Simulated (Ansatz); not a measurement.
KCl2⁻. Total charge -1; triplet. Geometry PBE0-D4/def2-TZVPD; atoms count from 1.

```
atom    x (Å)    y (Å)    z (Å)
  K1  -1.2634  -0.0016  -0.1963
 Cl2   0.3735  -1.8233   1.7744
 Cl3   0.8899   1.8249  -1.5781
```

The highest occupied level of the charge -1 triplet lies above zero (up to 0.55 eV). It is a level of α spin, whose loss leaves a doublet; that state wasn't run at this geometry and level. The electron is either unbound and held by the finite basis, or the level is raised by self-interaction error. At PBE0-D4/def2-TZVPD a singlet of charge -1 lies 4.33 eV below the triplet, each at its own geometry. The structure comes from a short search, and lower isomers may exist.

Q: Estimate the Mulliken populations from the PBE0/def2-TZVPD orbitals of Ansatz.

A: 
| atom | charge (e) | spin (α − β) |
| --- | --- | --- |
| K1 | -0.13 | 1.05 |
| Cl2 | -0.44 | 0.47 |
| Cl3 | -0.44 | 0.47 |
Mulliken values and Mayer orders depend strongly on the basis. With diffuse functions, as here, like atoms can get unlike values, and bond orders can come out too low or too high.

Q: Where does the spin sit?

A: Summed by element: K 1.05, Cl 0.95, of 2 unpaired in all. Largest on single atoms: K1 1.05, Cl3 0.47, Cl2 0.47.
